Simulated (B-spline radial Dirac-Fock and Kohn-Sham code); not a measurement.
**Ru²⁺ 3d3/2: cross section and angular parameters**

System: Ru²⁺, 1s2 2s2 2p6 3s2 3p6 3d10 4s2 4p6 4d6; threshold 316.2 eV (orbital energy of the model). Level of theory: Dirac-Hartree-Slater photoionisation with a Latter tail; cross sections with all multipoles, angular parameters from the dipole term and its interference with E2; a radial atomic solver.

Input of the calculation (task.json; shells as n, l, electrons):

```json
{"items": [{
  "Z": 44,
  "q": 2,
  "cfg": [[1, 0, 2], [2, 0, 2], [2, 1, 6], [3, 0, 2], [3, 1, 6], [3, 2, 10], [4, 0, 2], [4, 1, 6], [4, 2, 6]],
  "A": 102,
  "rrms": 4.4809,
  "do": "xps",
  "hv": [66.7, 79.1, 82.4, 83.7, 86.6, 150, 155.0, 200, 209.0, 221.0, 265.0, 300, 394.0, 600, 888.0, 942.0, 1150.0, 1980.0, 2030.0, 3900.0, 4000, 4700.0, 5360.0, 5450.0, 5520.0, 5640.0, 6190.0, 9251.7, 12000, 15000]
}]}
```

Command: `python xray2_run.py task.json out`

For linearly polarised light dσ/dΩ = σ/(4π) [1 + β P₂(cos θ) + (δ + γ cos²θ) sin θ cos φ], with θ from the polarisation vector and φ the angle between the beam and the projection of the electron momentum on the plane normal to the polarisation.

```csv
hν (eV),σ (kb),β,γ,δ
394,1580,0.362,-0.034,0.005
600,776,0.929,-0.025,0.023
888,299,1.168,0.085,0.039
942,255,1.187,0.108,0.041
1150,147,1.227,0.200,0.050
1980,28.7,1.194,0.510,0.079
2030,26.5,1.189,0.526,0.081
3900,2.96,0.987,0.947,0.150
4000,2.70,0.978,0.962,0.154
4700,1.52,0.916,1.062,0.180
5360,0.938,0.864,1.140,0.205
5450,0.883,0.858,1.150,0.208
5520,0.842,0.853,1.157,0.211
5640,0.777,0.844,1.169,0.215
6190,?,?,?,?
9251.7,0.118,0.651,1.423,0.343
12000,0.0419,0.555,1.526,0.433
15000,0.0170,0.475,1.591,0.524
```

Task: Give the values at 6190 eV.

Result: σ = 0.550 kb, β = 0.808, γ = 1.222, δ = 0.235.
